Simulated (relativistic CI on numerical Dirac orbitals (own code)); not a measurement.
# Slater and spin-orbit integrals, Cs21+

These numbers are calculated, not measured: Dirac-Coulomb-Breit CI, separate exchange-only KLI orbitals for each configuration, a model potential for QED, unscaled Slater integrals (own radial code, finite nucleus).

Slater integrals F^k, G^k are unscaled and averaged over j, outside the closed core [Ar] 3d10; ζ comes from projecting the Hamiltonian with its Breit term on Σ l·s of the shell.

- 4s2 4p4: F^2(4p,4p) = 158350, ζ(4p) = 96585 cm⁻¹; <r>(4p) = 0.6534, <r^2>(4p) = 0.4818 (bohr units).
- 4s 4p5: G^1(4s,4p) = 207810, ζ(4p) = 96463 cm⁻¹; <r>(4s) = 0.6335, <r^2>(4s) = 0.4504, <r>(4p) = 0.6536, <r^2>(4p) = 0.4822 (bohr units).
- 4s2 4p3 4d: F^2(4p,4p) = 158350, ζ(4p) = 96864, F^2(4p,4d) = 153410, G^1(4p,4d) = 192930, G^3(4p,4d) = 122930, ζ(4d) = 11220 cm⁻¹; <r>(4p) = 0.6534, <r^2>(4p) = 0.4818, <r>(4d) = 0.6731, <r^2>(4d) = 0.5169 (bohr units).

Averages of the first 10 configurations, taken without configuration mixing, which lowers the lowest level and can move excited configurations by several eV; other configurations of the list can lie among them:

| Configuration | Parity | States | Average energy above the lowest level (eV) |
| --- | --- | --- | --- |
| 4s2 4p4 | even | 15 | 15.3 |
| 4s 4p5 | odd | 12 | 87.9 |
| 4s2 4p3 4d | odd | 200 | 114.3 |
| 4p6 | even | 1 | 167.6 |
| 4s 4p4 4d | even | 300 | 183.8 |
| 4s2 4p3 4f | even | 280 | 219.0 |
| 4s 4p4 4f | odd | 420 | 288.8 |
| 4p5 4d | odd | 60 | 260.4 |
| 4s 4p3 4d2 | odd | 1800 | 281.7 |
| 4s2 4p2 4d 4f | odd | 2100 | 318.4 |
